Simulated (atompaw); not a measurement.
# u(r) = r·R(r): atom against pseudo-atom (lanthanum (La))

Columns: radius, all-electron u(r) and pseudo u(r) of the 6s shell (level -3.68 eV) of lanthanum in the configuration [Kr] 4d10 4f0 5s2 5p6 5d1 6s2 6p0; PBE, scalar-relativistic, PAW (atompaw) scheme, atompaw 4.2.0.5.

| r (bohr) | all-electron | pseudo |
| --- | --- | --- |
| 0.115 | 0.0153 | -0.0543 |
| 0.231 | -0.1054 | -0.1068 |
| 0.346 | 0.0362 | -0.1547 |
| 0.462 | 0.1514 | -0.1969 |
| 0.577 | 0.1452 | -0.2309 |
| 0.692 | 0.0580 | -0.2558 |
| 0.808 | -0.0544 | -0.2709 |
| 0.923 | -0.1526 | -0.2752 |
| 1.038 | -0.2207 | -0.2687 |
| 1.154 | -0.2549 | -0.2516 |
| 1.269 | -0.2578 | -0.2247 |
| 1.385 | -0.2351 | -0.1886 |
| 1.500 | -0.1935 | -0.1451 |
| 1.615 | -0.1390 | -0.0955 |
| 1.731 | -0.0760 | -0.0408 |
| 1.846 | -0.0098 | 0.0163 |
| 1.962 | 0.0573 | 0.0752 |
| 2.077 | 0.1220 | 0.1333 |
| 2.192 | 0.1832 | 0.1897 |
| 2.308 | 0.2404 | 0.2437 |
| 2.423 | 0.2920 | 0.2934 |
| 2.538 | 0.3382 | 0.3387 |
| 2.654 | 0.3793 | 0.3794 |
| 2.769 | 0.4147 | 0.4148 |
| 2.885 | 0.4454 | 0.4454 |
| 3.000 | 0.4711 | 0.4711 |

Q: How many radial nodes do the two functions have?

A: The all-electron 6s function has n − l − 1 = 5 (the table is too coarse to show those close to the nucleus); the pseudo-wave has 1, since 1 lower shell of the same l stays in the valence.

Q: Is the pseudo-wave norm-conserving?

A: No, it belongs to a PAW set: the norm inside the radius is not constrained, and the difference is carried by the augmentation charge.
